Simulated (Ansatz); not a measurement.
F₂GeI, SMILES `[F][Ge]([F])[I]` radical, 4 atoms. Charge 0, multiplicity 2. Correlated methods include outer-core shells of Ge, I, which these sets cover unevenly. Scalar relativity is left out up to krypton. I takes the def2 core potential. All runs use 4 threads of an Arm Neoverse V1 on a shared host. Correlated methods freeze the cores. Open-shell runs search over several starts.

Question: Give the basis size and wall time and peak host memory of each of these runs in Ansatz. UHF-CCSD(T)/def2-SVP energy; UKS ωB97M-V/def2-QZVPP energy; UHF-CCSD(T)/def2-TZVPP energy; UKS PBE0-D4/def2-TZVPP energy; UKS PBE0-D4/def2-TZVP relaxation (8 steps); UKS PBE0-D4/def2-SVP energy; direct RPA on PBE orbitals/def2-TZVPP energy; UKS SPW92 (LDA)/def2-TZVPP energy; UKS ωB97M-V/def2-SVP energy; UKS PBE0-D4/def2-QZVPP energy; UHF-MP2/def2-QZVPP energy; UKS B2PLYP (frozen core)/def2-TZVPP energy. (Estimate.)

Answer: Ansatz gave: Other jobs shared the machine, so times are rough.

```csv
level,job,functions,wall time,peak host memory (GiB)
UKS SPW92 (LDA)/def2-TZVPP,energy,160,1.5 s,0.24
UKS PBE0-D4/def2-SVP,energy,86,1.6 s,0.34
UKS PBE0-D4/def2-TZVPP,energy,160,3.1 s,0.56
UKS B2PLYP (frozen core)/def2-TZVPP,energy,160,4.8 s,0.57
direct RPA on PBE orbitals/def2-TZVPP,energy,160,6 s,0.48
UKS ωB97M-V/def2-SVP,energy,86,7 s,0.45
UKS PBE0-D4/def2-QZVPP,energy,285,8 s,1.1
UHF-CCSD(T)/def2-SVP,energy,86,13 s,0.67
UHF-MP2/def2-QZVPP,energy,285,13 s,1.2
UKS ωB97M-V/def2-QZVPP,energy,285,20 s,1.4
UKS PBE0-D4/def2-TZVP,relaxation (8 steps),160,33 s,0.57
UHF-CCSD(T)/def2-TZVPP,energy,160,3.9 min,4.1
```
